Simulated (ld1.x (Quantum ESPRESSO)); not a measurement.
**u(r) = r·R(r): atom against pseudo-atom (Tm (Z = 69))**

Columns: radius, all-electron u(r) and pseudo u(r) of the 6s shell (level -3.85 eV) of thulium in the configuration [Kr] 4d10 4f13 5s2 5p6 5d0.5 6s1.5 6p0; PBEsol, scalar-relativistic, ultrasoft scheme, ld1.x (Quantum ESPRESSO) 7.5.

```csv
r (bohr),all-electron,pseudo
0.103,0.0188,0.0903
0.205,0.0711,0.1741
0.308,-0.0953,0.2478
0.410,-0.1467,0.3059
0.513,-0.0727,0.3467
0.615,0.0439,0.3680
0.718,0.1483,0.3703
0.820,0.2158,0.3550
0.923,0.2445,0.3238
1.025,0.2395,0.2804
1.128,0.2088,0.2269
1.230,0.1609,0.1672
1.332,0.1021,0.1033
1.435,0.0370,0.0368
1.538,-0.0298,-0.0301
1.640,-0.0950,-0.0950
1.743,-0.1578,-0.1578
1.845,-0.2160,-0.2160
1.948,-0.2698,-0.2698
2.050,-0.3179,-0.3179
2.153,-0.3612,-0.3612
2.255,-0.3988,-0.3988
2.358,-0.4319,-0.4319
2.460,-0.4600,-0.4600
2.562,-0.4838,-0.4838
2.665,-0.5037,-0.5037
```

(1) How many radial nodes do the two functions have?

(2) At about which radius was the pseudo-wave matched?

(3) Is the pseudo-wave norm-conserving?

## Answers

(1) The all-electron 6s function has n − l − 1 = 5 (the table is too coarse to show those close to the nucleus); the pseudo-wave has 1, since 1 lower shell of the same l stays in the valence.

(2) 1.70 bohr. The columns agree to 0.0005 from 1.44 bohr on; several derivatives are matched, so the curves merge somewhat inside the radius.

(3) No, it belongs to an ultrasoft set: the norm inside the radius is not constrained, and the difference is carried by the augmentation charge.
